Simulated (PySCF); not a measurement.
A PySCF script (with the pyscf-properties extension) for the NMR shieldings of `N[SiH2]Oc1ccccc1`, C$_{6}$H$_{9}$NOSi, on a PBE0-D3(BJ)/def2-SVP geometry:

```python
import basis_set_exchange as bse
import numpy as np
from pyscf import gto, dft
from pyscf.prop import nmr

atoms = """
N    -3.227890   -0.449910   -0.192856
Si   -2.380814    0.869688    0.501378
O    -0.892484    1.263278   -0.185496
C     0.264106    0.563814   -0.150807
C     0.297335   -0.831343   -0.266669
C     1.518049   -1.503434   -0.235700
C     2.712307   -0.799533   -0.096078
C     2.676115    0.591664    0.010482
C     1.463073    1.272558   -0.014951
H    -3.602070   -0.433587   -1.133764
H    -3.135683   -1.391838    0.166576
H    -2.151172    0.514842    1.929886
H    -3.149795    2.121460    0.297479
H    -0.638269   -1.377303   -0.401528
H     1.531636   -2.592415   -0.328233
H     3.666447   -1.330195   -0.074566
H     3.605988    1.155864    0.117687
H     1.416354    2.359912    0.070016
"""
names = dict.fromkeys(["N", "Si", "O", "C", "H"], "pcSseg-1")
basis = {el: gto.basis.parse(bse.get_basis(n, elements=[el], fmt="nwchem")) for el, n in names.items()}
mol = gto.M(atom=atoms, basis=basis, charge=0, verbose=0)
mf = dft.RKS(mol, xc="PBE0")
mf.grids.level = 2
mf.grids.alignment = dft.numint.BLKSIZE   # the property module wants whole blocks of grid points
mf.conv_tol = 1e-9
mf.kernel()

calc = nmr.RKS(mf)   # GIAO
C = mf.mo_coeff
Co = C[:, mf.mo_occ > 0]
resp = mf.gen_response(singlet=True, hermi=2)
def vind(x):   # induced exchange potential for any number of trial vectors
    d = np.einsum("pi,xij,qj->xpq", C, 2 * x.reshape(-1, C.shape[1], Co.shape[1]), Co, optimize=True)
    return np.einsum("xpq,pi,qj->xij", resp(d - d.transpose(0, 2, 1)), C, Co, optimize=True).ravel()
mo1, _ = nmr.rhf.solve_mo1(calc, with_cphf=vind)
sigma = calc.kernel(mo1)
for i, s in enumerate(sigma):   # ppm
    w = np.linalg.eigvalsh((s + s.T) / 2)
    print("%2d %-2s iso %8.1f  s11 %8.1f  s22 %8.1f  s33 %8.1f" % (i, mol.atom_pure_symbol(i), w.mean(), *w))
```

**Question.** What are the results?

**Answer.** 
```
 0 N  iso    224.4  s11    199.1  s22    224.1  s33    250.0
 1 Si iso    388.1  s11    361.5  s22    387.6  s33    415.1
 2 O  iso    184.8  s11    145.8  s22    160.9  s33    247.7
 3 C  iso     20.0  s11    -74.3  s22     20.7  s33    113.8
 4 C  iso     62.0  s11    -27.3  s22     53.2  s33    160.0
 5 C  iso     50.0  s11    -60.3  s22     38.0  s33    172.2
 6 C  iso     58.2  s11    -48.8  s22     47.0  s33    176.5
 7 C  iso     48.9  s11    -61.3  s22     35.5  s33    172.6
 8 C  iso     58.3  s11    -32.4  s22     48.0  s33    159.4
 9 H  iso     29.8  s11     23.9  s22     25.6  s33     39.8
10 H  iso     29.9  s11     23.9  s22     26.3  s33     39.4
11 H  iso     26.5  s11     23.1  s22     25.4  s33     31.1
12 H  iso     26.4  s11     21.7  s22     25.4  s33     32.2
13 H  iso     24.0  s11     18.4  s22     24.0  s33     29.5
14 H  iso     24.0  s11     20.6  s22     24.3  s33     27.1
15 H  iso     24.2  s11     21.0  s22     25.2  s33     26.5
16 H  iso     23.9  s11     20.6  s22     24.6  s33     26.6
17 H  iso     24.2  s11     20.5  s22     23.9  s33     28.2
```

These numbers come from an equivalent density-fitted implementation of the same equations, which agrees with the script to about 0.01 ppm for H and up to a few tenths of a ppm for heavy atoms, so last digits may differ.

Size and cost of the density-fitted run: 205 basis functions, 46 s wall time on 1 thread of an AMD EPYC 7B13, shared host; peak memory 0.96 GiB.
